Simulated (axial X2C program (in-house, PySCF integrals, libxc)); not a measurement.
# Bond lengths and stretching modes, held linear, of NSbO²⁺

Computed with an axial X2C code built on PySCF integrals: two-component X2C with atomic mean-field Coulomb and Gaunt terms, Gaussian nuclei, basis N dyall-av3z, Sb dyall-v3z, O dyall-av3z with contracted cores. Spin-free rows use the one-electron spin-free X2C Hamiltonian.

Masses N 14.003, Sb 120.904, O 15.995 u. States: 2c Ω = 1 (beyond evenly filled blocks: ω = -1/2, ω = 3/2); spin-free M_S = 1, Λ = 0 (beyond evenly filled blocks: π+α, π-α).

PBE, 2c: energies above the lowest point

```
r(N–Sb) (Å)  r(Sb–O) (Å)  E (meV)
     2.3751       1.7365    63.60
     2.3751       1.7810     0.00
     2.3751       1.8255    16.86
     2.4360       1.7365    81.07
     2.4360       1.7810    15.73
     2.4360       1.8255    30.97
     2.4360       1.8700   107.97
     2.4969       1.7365   100.95
     2.4969       1.7810    33.80
     2.4969       1.8255    47.38
     2.5578       1.7810    52.52
     2.5578       1.8700   138.61
```

Question: Fit a quadratic surface with cubic terms in each bond: where is the minimum, and what are the two stretching wavenumbers?

Answer: At PBE, 2c: bonds 2.240 and 1.790 Å; harmonic stretches 215.3 and 865.4 cm⁻¹; force constants 0.35, 6.2 and coupling -0.10 mdyn/Å.

The other levels and Hamiltonians give:

```
Hamiltonian  level  r(N–Sb) (Å)  r(Sb–O) (Å)  lower stretch (cm⁻¹)  upper stretch (cm⁻¹)
         2c   PBE0        2.433        1.778                 215.1                 864.4
  spin-free   PBE0        2.432        1.777                 216.5                 866.4
  spin-free     HF        2.691        1.806                 141.7                 834.0
  spin-free    PBE        2.237        1.790                 216.2                 867.4
  spin-free    MP2        2.441        1.804                 275.7                 858.4
```

Each state is one determinant, the lowest of a limited PBE0 search; the stretches come from a fit to these few points and carry an uncertainty of a few per cent. Other orders of the atoms were not compared. Left out for rough or failed fits: HF 2c, MP2 2c. The levels spread by more than a fifth, so the stretches depend strongly on the method. MP2 freezes inner shells (threshold -2 hartree). A multiply charged ion may be only metastable. The molecule was held linear; bending was not examined, so a bent shape may lie lower. Open-shell Ω = 0 determinants with evenly filled partner blocks cannot be reached by this program, so the Ω shown need not be the lowest component. Note: several unpaired electrons, one determinant need not be a pure state.
